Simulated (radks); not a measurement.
Values are calculated unless marked as measured or tabulated.
Ni4+, 24 electrons, occupied as [Ar] 3d4 4p2 (not the ground configuration). Level of theory: Dirac Kohn-Sham, exchange-only B88, spin-unpolarised, spherical densities, finite nucleus; open shells are shared between the two j in proportion to 2j + 1; Fermi nuclear charge, rms radius 3.7757 fm (a radial shooting solver on a logarithmic mesh with Libxc functionals).

Normalised radial functions P(r) = r R(r) (large component), r in bohr:

r	3p3/2	4p3/2
0.002327	0.0014	0.0006
0.002645	0.0018	0.0007
0.003006	0.0023	0.0009
0.003417	0.0030	0.0012
0.003914	0.0039	0.0015
0.004449	0.0050	0.0019
0.005056	0.0063	0.0025
0.005793	0.0082	0.0032
0.006584	0.0105	0.0041
0.007483	0.0134	0.0052
0.008505	0.0170	0.0067
0.009744	0.0219	0.0086
0.01107	0.0277	0.0109
0.01259	0.0350	0.0137
0.01442	0.0447	0.0175
0.01639	0.0561	0.0220
0.01863	0.0701	0.0275
0.02117	0.0873	0.0342
0.02426	0.1097	0.0430
0.02757	0.1351	0.0529
0.03133	0.1654	0.0648
0.0359	0.2035	0.0797
0.0408	0.2452	0.0960
0.04637	0.2927	0.1145
0.0527	0.3457	0.1352
0.06038	0.4070	0.1590
0.06862	0.4677	0.1825
0.07799	0.5285	0.2058
0.08936	0.5890	0.2289
0.1016	0.6369	0.2466
0.1154	0.6694	0.2580
0.1312	0.6793	0.2600
0.1503	0.6564	0.2484
0.1708	0.5955	0.2214
0.1942	0.4908	0.1766
0.2224	0.3284	0.1086
0.2528	0.1294	0.0267
0.2873	-0.1066	-0.0687
0.3266	-0.3658	-0.1704
0.3741	-0.6449	-0.2745
0.4252	-0.8867	-0.3562
0.4833	-1.0838	-0.4087
0.5537	-1.2208	-0.4193
0.6293	-1.2672	-0.3777
0.7153	-1.2314	-0.2833
0.8129	-1.1232	-0.1403
0.9314	-0.9502	0.0519
1.059	-0.7588	0.2521
1.203	-0.5654	0.4489
1.378	-0.3813	0.6281
1.567	-0.2420	0.7470
1.78	-0.1405	0.8026
2.024	-0.0737	0.7890
2.318	-0.0328	0.7049
2.635	-0.0134	0.5789
2.995	-0.0047	0.4334
3.431	-0.0013	0.2857
3.9	-0.0003	0.1725
4.432	-0.0001	0.0922
5.037	0.0000	0.0431
5.771	0.0000	0.0162
6.559	0.0000	0.0054

3p3/2: eigenvalue -152.29 eV, 1 radial node at r = 0.272 bohr, <r> = 0.737 bohr, 90 % of the charge inside 1.12 bohr. 4p3/2: eigenvalue -42.986 eV, 2 radial nodes at r = 0.262, 0.900 bohr, <r> = 2.04 bohr, 90 % of the charge inside 2.96 bohr.
